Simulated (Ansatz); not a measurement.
Ansatz (a first-principles code) input (B3LYP/def2-TZVPD):

Ansatz 0.2 input:
```yaml
crystal:
  periodic: [false, false, false]
  atoms:
    - {symbol: C, position_ang: [2.64704876, -0.01554759, -0.53069350]}
    - {symbol: C, position_ang: [1.16025362, 0.30827824, -0.63417804]}
    - {symbol: C, position_ang: [0.32456717, -0.39793917, 0.43977248]}
    - {symbol: C, position_ang: [-1.15037856, -0.07417396, 0.33383193]}
    - {symbol: C, position_ang: [-1.65212937, 1.01986174, 1.01642769]}
    - {symbol: C, position_ang: [-1.95672186, -0.85684296, -0.47379476]}
    - {symbol: H, position_ang: [3.04925245, 0.28721528, 0.43920325]}
    - {symbol: H, position_ang: [3.22087314, 0.49817106, -1.30405283]}
    - {symbol: H, position_ang: [2.82488773, -1.08810147, -0.64085266]}
    - {symbol: H, position_ang: [0.78368951, 0.02308611, -1.62062672]}
    - {symbol: H, position_ang: [1.00640377, 1.38785025, -0.54987737]}
    - {symbol: H, position_ang: [0.46983665, -1.47813986, 0.35364171]}
    - {symbol: H, position_ang: [0.69323787, -0.10923018, 1.42770353]}
    - {symbol: H, position_ang: [-2.69357038, 1.30153886, 0.93367978]}
    - {symbol: H, position_ang: [-1.02051181, 1.62404199, 1.65359051]}
    - {symbol: H, position_ang: [-1.56261882, -1.71644920, -0.99889036]}
    - {symbol: H, position_ang: [-3.00731875, -0.63180054, -0.60171349]}
basis:
  gaussian:
    orbitals: def2-TZVPD
hamiltonian:
  xc: {name: B3LYP}
magnetization: {spin_polarized: true, initial_magnetization: 1}
output: {forces: true}
```

Output:

```
Functional definition: B3LYP
integrals: 0.28 GiB planned
1605 factors; their error is unknown
0.48 GiB of the device are held for the grids
2.01 GiB of device memory are held for the factors and their scratch space
mean field: 2.87 GiB planned
mean field evaluation 1: about -6387.4789 eV, gradient 5.6e1 eV
mean field evaluation 2: about -6376.5841 eV, gradient 7.1e1 eV
mean field evaluation 4: about -6402.7155 eV, gradient 5.1e0 eV
mean field evaluation 8: about -6402.8310 eV, gradient 1.4e-1 eV
mean field evaluation 16: about -6402.7813 eV, gradient 7.3e-3 eV
mean field -6402.78130047 eV, -235.2978728312 hartree, gradient 2.6e-5 eV, S^2 0.777993; 0 other end points of the search recorded, 0 dependent functions left out
the calculation of the forces begins
reference -6402.78164078 eV, -235.2978853372 hartree; 24, 23 occupied and 297, 298 virtual orbitals, 1605 factors
Total energy: -6402.78164078 eV, -235.2978853372 hartree
Atom 0 at     2.647049    -0.015548    -0.530694 Å, force     0.020543     0.001116    -0.005804 eV/Å
Atom 1 at     1.160254     0.308278    -0.634178 Å, force     0.023504     0.005741    -0.011925 eV/Å
Atom 2 at     0.324567    -0.397939     0.439772 Å, force     0.001167    -0.006740     0.008232 eV/Å
Atom 3 at    -1.150379    -0.074174     0.333832 Å, force    -0.011243    -0.005967     0.009426 eV/Å
Atom 4 at    -1.652129     1.019862     1.016428 Å, force    -0.026531     0.020562     0.017225 eV/Å
Atom 5 at    -1.956722    -0.856843    -0.473795 Å, force    -0.032163    -0.015259    -0.011075 eV/Å
Atom 6 at     3.049252     0.287215     0.439203 Å, force     0.014213     0.001657     0.001748 eV/Å
Atom 7 at     3.220873     0.498171    -1.304053 Å, force     0.010995     0.001722    -0.004542 eV/Å
Atom 8 at     2.824888    -1.088101    -0.640853 Å, force     0.013115    -0.004886    -0.003171 eV/Å
Atom 9 at     0.783690     0.023086    -1.620627 Å, force     0.007643     0.002998    -0.015185 eV/Å
Atom 10 at     1.006404     1.387850    -0.549877 Å, force     0.008906     0.012117    -0.007505 eV/Å
Atom 11 at     0.469837    -1.478140     0.353642 Å, force     0.003360    -0.013792     0.004615 eV/Å
Atom 12 at     0.693238    -0.109230     1.427704 Å, force     0.005055    -0.002241     0.013917 eV/Å
Atom 13 at    -2.693570     1.301539     0.933680 Å, force    -0.010886     0.008839     0.005046 eV/Å
Atom 14 at    -1.020512     1.624042     1.653591 Å, force    -0.004985     0.012931     0.012915 eV/Å
Atom 15 at    -1.562619    -1.716449    -0.998890 Å, force    -0.009508    -0.014203    -0.008416 eV/Å
Atom 16 at    -3.007319    -0.631801    -0.601713 Å, force    -0.013186    -0.004594    -0.005501 eV/Å
Dipole moment:     0.071799     0.003524    -0.019537 e Å
```

It need not be the lowest isomer of its formula.
